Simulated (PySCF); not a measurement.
A parent and its derivatives

Level of theory: PySCF 2.14.0, density-fitted response routines, TDDFT CAM-B3LYP/def2-SVPD, vertical, gas phase, core orbitals frozen in the response. Geometries: GFN2-xTB; one conformer of each isolated species. Triplets are in the Tamm–Dancoff approximation. 'Strongest' means the level of largest summed f among the lowest 8 singlets; it needn't be the same kind of state in each.

Parent: `C=CCO[SiH2]C#N`, with lowest singlet excitation energy 6.76 eV, HOMO energy -9.17 eV, LUMO energy 0.05 eV, HOMO–LUMO gap 9.21 eV, oscillator strength of the strongest level 0.16, mean static polarisability 78.2 au. Its spectrum: 6.76 eV (f 0.007); 6.95 eV (f 0.003); 7.31 eV (f 0.004); 7.46 eV (f 0.007); 7.58 eV (f 0.082).

Shifts from the parent:

```csv
change,SMILES,Δ S1 (eV),Δ HOMO (eV),Δ LUMO (eV),Δ gap (eV),Δ f (strongest),Δ α (au)
H on C replaced by CHO,C=C[C@@H](C=O)O[SiH2]C#N,-2.26,-0.32,-0.71,-0.39,-0.08,+12.1
H on C replaced by CH3,C=C[C@H](C)O[SiH2]C#N,+0.11,-0.27,+0.11,+0.38,-0.01,+11.0
```

Task: Predict the same shifts for this change: H on C replaced by CN (`C=C[C@@H](C#N)O[SiH2]C#N`).

Result: Δ lowest singlet excitation energy +0.14 eV, Δ HOMO energy -0.87 eV, Δ LUMO energy -0.43 eV, Δ HOMO–LUMO gap +0.45 eV, Δ oscillator strength of the strongest level +0.05, Δ mean static polarisability +12.8 au. Spectrum: 6.91 eV (f 0.002); 7.19 eV (f 0.216); 7.32 eV (f 0.002); 7.38 eV (f 0.059); 7.47 eV (f 0.012). S1 falls most with H on C replaced by CHO (-2.26 eV), and it rises most with H on C replaced by CN (+0.14 eV). S1 is simply the lowest singlet of each species and needn't be the same kind of state throughout.
